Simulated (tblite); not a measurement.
C6H14O3Si.
Atom-mapped SMILES: `[CH3:1][CH:2]([CH3:3])[O:4][C:5](=[O:6])[C@@H:7]([CH3:8])[O:9][SiH3:10]` (hydrogens: H11, H12, H13 on C1; H14 on C2; H15, H16, H17 on C3; H18 on C7; H19, H20, H21 on C8; H22, H23, H24 on Si10)

Computed with GFN2-xTB (tblite), gas phase: L-BFGS steps from a force-field or distance-geometry start until the largest atomic force falls under 0.01 eV/Å.

Step 84: E = -925.0044 eV
```
atom  x, y, z in Å  |  force x, y, z in eV/Å
C1     -2.5858   -0.4297   -1.1000    0.016   0.015   0.005
C2     -1.9325    0.5592   -0.1411   -0.018   0.015   0.005
C3     -2.8350    0.9185    1.0285   -0.013   0.001   0.013
O4     -0.7379   -0.0345    0.4074   -0.006   0.007   0.004
C5      0.4122    0.2218   -0.2056    0.016  -0.037  -0.035
O6      0.5411    0.9435   -1.1567    0.006   0.042  -0.022
C7      1.5611   -0.5327    0.4602    0.024  -0.027   0.004
C8      1.2993   -2.0379    0.3692    0.008   0.003  -0.005
O9      2.7647   -0.2428   -0.1592    0.001  -0.025  -0.025
Si10    3.6023    1.1451   -0.2327   -0.008  -0.008   0.084
H11    -3.4782    0.0115   -1.5356    0.016  -0.006   0.014
H12    -1.8917   -0.6788   -1.8995   -0.021  -0.016  -0.001
H13    -2.8595   -1.3394   -0.5691    0.015   0.017  -0.022
H14    -1.6343    1.4634   -0.6867    0.000  -0.012  -0.009
H15    -3.7374    1.3987    0.6620   -0.004   0.010   0.002
H16    -2.3191    1.5977    1.7021   -0.023   0.002   0.014
H17    -3.1081    0.0214    1.5777    0.007  -0.004   0.007
H18     1.5899   -0.2201    1.5154   -0.019  -0.016   0.016
H19     1.2662   -2.3315   -0.6777    0.002  -0.010   0.007
H20     2.1115   -2.5745    0.8538   -0.030   0.007   0.002
H21     0.3549   -2.2848    0.8463    0.034   0.006   0.009
H22     4.0146    1.5097    1.1355   -0.015   0.023  -0.043
H23     4.7158    0.6627   -1.0329   -0.008   0.006  -0.012
H24     2.8742    2.2734   -0.7993    0.022   0.009  -0.012
```

Step 85: E = -925.0050 eV
```
atom  x, y, z in Å  |  force x, y, z in eV/Å
C1     -2.5848   -0.4276   -1.0993    0.018   0.016   0.005
C2     -1.9322    0.5608   -0.1382   -0.022   0.008  -0.009
C3     -2.8349    0.9152    1.0326   -0.010  -0.005   0.006
O4     -0.7361   -0.0319    0.4093   -0.011   0.015  -0.021
C5      0.4123    0.2231   -0.2080    0.019  -0.026  -0.019
O6      0.5389    0.9446   -1.1598    0.007   0.024  -0.008
C7      1.5620   -0.5316    0.4572    0.018  -0.032   0.003
C8      1.2973   -2.0364    0.3675    0.008  -0.005  -0.010
O9      2.7658   -0.2442   -0.1630    0.007  -0.024  -0.021
Si10    3.6039    1.1435   -0.2320    0.013   0.001   0.032
H11    -3.4770    0.0138   -1.5357    0.020  -0.003   0.020
H12    -1.8906   -0.6759   -1.8991   -0.020  -0.014   0.006
H13    -2.8598   -1.3383   -0.5703    0.021   0.024  -0.022
H14    -1.6363    1.4670   -0.6826    0.000  -0.025  -0.001
H15    -3.7378    1.3954    0.6685   -0.009   0.016  -0.004
H16    -2.3192    1.5922    1.7083   -0.024   0.001   0.019
H17    -3.1071    0.0149    1.5769    0.008  -0.003   0.018
H18     1.5939   -0.2180    1.5125   -0.031  -0.019   0.005
H19     1.2590   -2.3307   -0.6788    0.006  -0.006  -0.002
H20     2.1101   -2.5752    0.8482   -0.022   0.009   0.008
H21     0.3546   -2.2832    0.8475    0.027   0.013   0.018
H22     3.9854    1.5252    1.1406   -0.013   0.018  -0.052
H23     4.7350    0.6546   -1.0084   -0.046   0.021   0.023
H24     2.8857    2.2626   -0.8319    0.034  -0.006   0.005
```

Problem. Estimate the geometry and energy of step 86. (The exact step hangs on the optimiser's Hessian estimate; all steps are aligned on step 85, rigid shifts and turns removed.)

Solution. E = -925.0055 eV, largest force 0.042 eV/Å
```
atom  x, y, z in Å  |  force x, y, z in eV/Å
C1     -2.5836   -0.4266   -1.0987    0.012   0.012   0.003
C2     -1.9315    0.5624   -0.1377   -0.013  -0.001  -0.015
C3     -2.8344    0.9146    1.0336   -0.007  -0.006  -0.002
O4     -0.7347   -0.0294    0.4098   -0.006   0.015  -0.038
C5      0.4130    0.2226   -0.2111    0.015  -0.002  -0.004
O6      0.5382    0.9444   -1.1631    0.011  -0.003   0.010
C7      1.5631   -0.5320    0.4551    0.004  -0.023  -0.005
C8      1.2965   -2.0361    0.3678    0.005  -0.012  -0.011
O9      2.7666   -0.2462   -0.1665    0.008  -0.019  -0.009
Si10    3.6039    1.1425   -0.2290    0.001  -0.016  -0.017
H11    -3.4762    0.0140   -1.5348    0.014   0.004   0.018
H12    -1.8912   -0.6763   -1.8995   -0.010  -0.005   0.008
H13    -2.8589   -1.3374   -0.5706    0.022   0.021  -0.011
H14    -1.6363    1.4687   -0.6824   -0.002  -0.025   0.003
H15    -3.7379    1.3944    0.6705   -0.012   0.017  -0.005
H16    -2.3197    1.5912    1.7106   -0.022  -0.001   0.020
H17    -3.1053    0.0127    1.5756    0.006  -0.002   0.024
H18     1.5961   -0.2171    1.5104   -0.035  -0.020  -0.010
H19     1.2559   -2.3333   -0.6774    0.009  -0.003  -0.014
H20     2.1082   -2.5757    0.8482   -0.003   0.002   0.016
H21     0.3547   -2.2820    0.8494    0.011   0.016   0.025
H22     3.9759    1.5276    1.1416    0.003   0.023  -0.002
H23     4.7362    0.6584   -1.0047   -0.024   0.007   0.021
H24     2.8895    2.2587   -0.8352    0.013   0.021  -0.004
```

The energy changes by -0.0005 eV. The first-order estimate −F·Δx gives -0.0008 eV and the mean of the old and new forces, exact on a quadratic surface, -0.0005 eV. The step makes an angle of 72° with the force vector and moves no atom by more than 0.010 Å.

What follows is the cost of the whole relaxation. Hardware: one thread, INTEL XEON PLATINUM 8581C at 2.30 GHz (x86_64), no GPU, shared host with 48 logical CPUs at a one-minute load of 6.7. Cost: 1.7 s.
